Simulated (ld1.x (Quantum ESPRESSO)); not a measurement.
# Before and after: PAW potential for chromium (Cr)

* Element: Cr
* Generator: ld1.x (Quantum ESPRESSO) 7.5
* Type: PAW
* Functional: PBE
* Relativity: scalar-relativistic
* Frozen core: [Ar]
* Valence charge: 6
* Reference configuration: 3d4 4s2 4p0
* Partial waves: 4s (bound): rcut 2.50, rcutus 3.20 bohr; 4s channel at 0.75 Ry: rcut 2.50, rcutus 3.20 bohr; 4p (bound, empty): rcut 3.00, rcutus 3.70 bohr; 4p channel at 1.8 Ry: rcut 3.00, rcutus 3.70 bohr; 3d (bound): rcut 1.35, rcutus 1.45 bohr; 3d channel at 2.35 Ry: rcut 1.35, rcutus 1.45 bohr
* Local potential: all-electron potential smoothed inside 2.15 bohr (lloc = -1)
* Core correction: Bessel-smoothed model core inside 1.25 bohr
* Augmentation charge: PSQ, inside the norm-conserving radii

Change: waves 3d (bound): rcut 1.35, rcutus 2.08 bohr; 3d channel at 2.35 Ry: rcut 1.35, rcutus 2.08 bohr.

Cutoffs: the cutoffs (Ry, on a coarse ladder) from which the occupation-weighted sum of valence levels, in a spherical-Bessel basis at the reference potential, stays within 10 and 1 mRy of its value at 400 Ry; they do not see the model core or the augmentation charge, which bear on the density cutoff. Errors are all-electron minus pseudo energies relative to the spin-unpolarised reference configuration.

Q: Predict the effect on cutoff, ghosts and configuration errors.

A: The potential gets softer (50 Ry and 80 Ry → 25 Ry and 35 Ry); of the 7 tests that both files solve, the error grows in 1 and shrinks in 0 by more than 15 % and 0.3 meV (median size 132.8 → 133.3 meV); neither file shows a bound ghost at the reference potential, the only one tested. A larger radius leaves more room for a smooth pseudo-wave, so fewer plane waves are needed.

| quantity | base | changed |
| --- | --- | --- |
| cutoff, loose | 50 Ry | 25 Ry |
| cutoff, tight | 80 Ry | 35 Ry |
| loose cutoff by channel (10 mRy a level) | s 6 Ry, d 40 Ry | s 6 Ry, d 21 Ry |
| bound ghosts | none | none |
| error for 3d5 4s1 4p0, meV [ΔE 0.10 eV] | -72 | -73 |
| error for 3d5 4s0 4p0, meV [ΔE 7.00 eV] | -128 | -130 |
| error for 3d4 4s0 4p0, meV [ΔE 23.05 eV] | -10 | -15 |
| error for 3d5.5 4s0.5 4p0, meV [ΔE 0.83 eV] | -133 | -133 |
| error for 3d2 4s0 4p0, meV [ΔE 102.16 eV] | -2200 | -2247 |
| error for 3d3 4s0 4p0, meV [ΔE 53.80 eV] | -411 | -412 |
| error for 3d6 4s0 4p0, meV [ΔE 1.83 eV] | -193 | -193 |
| s: phases at 4.02 bohr within 0.05 rad from the reference energy up to (Ry; the scan ends near 5) | 1.7 | 1.7 |
| p: phases at 4.02 bohr within 0.05 rad from the reference energy up to (Ry; the scan ends near 5) | 3.7 | 3.7 |
| d: phases at 4.02 bohr within 0.05 rad from the reference energy up to (Ry; the scan ends near 5) | to the end of the scan | to the end of the scan |
| lowest overlap eigenvalue by channel | s 0.37, p 0.55, d 0.64 | s 0.37, p 0.55, d 0.89 |

Base: These tests converged, but a pseudo level misses the all-electron one widely, so the file describes the atom poorly there or has found another state: 3d2 4s0 4p0: empty 4s by 4.6 eV (a node warning on the way).
